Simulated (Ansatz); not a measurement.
```xyz
2

S     0.0000    0.0000   -0.0860
H     0.0000    0.0000    1.3763
```

Basis set: 6-31G* (spherical functions). Frozen core: 5 orbitals. Charge 0, multiplicity 2.

Computed with Ansatz (development build ahead of 0.2.0); each method stands on the lowest determinant of its kind that the runs found.

Problem. Give the atomization energy at this shape (free ground-state atoms in the same class of orbitals less the molecule, no zero-point energy) of doublet SH by UHF-MP2, UHF.

Solution.

```json
{"method": "UHF-MP2", "atomization energy": "2.84 eV"}
{"method": "UHF", "atomization energy": "2.24 eV"}
```

Caution: the shape is not the minimum.
